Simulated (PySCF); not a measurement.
CaH2O2, SMILES [OH][Ca][OH].

Geometry: B3LYP-D3(BJ)/def2-TZVP. One conformer was computed; it need not be the lowest.

These are B3LYP-D3(BJ)/def2-TZVP (PySCF) values and carry that method's errors.

Frequencies are harmonic and unscaled.

```
mode  ν (cm⁻¹)  IR (km/mol)  moving atoms (share of kinetic energy)
----  --------  -----------  --------------------------------------
1           11         39.3                 Ca 44 %, O 42 %, H 14 %
2          448        319.3                          H 83 %, O 15 %
3          448        318.7                          H 83 %, O 15 %
4          458          0.3                          H 88 %, O 12 %
5          458          0.0                          H 88 %, O 12 %
6          529          0.3                                  O 94 %
7          634        350.7                         O 51 %, Ca 46 %
8         3930          0.0                                  H 94 %
9         3930         78.4                                  H 94 %
```
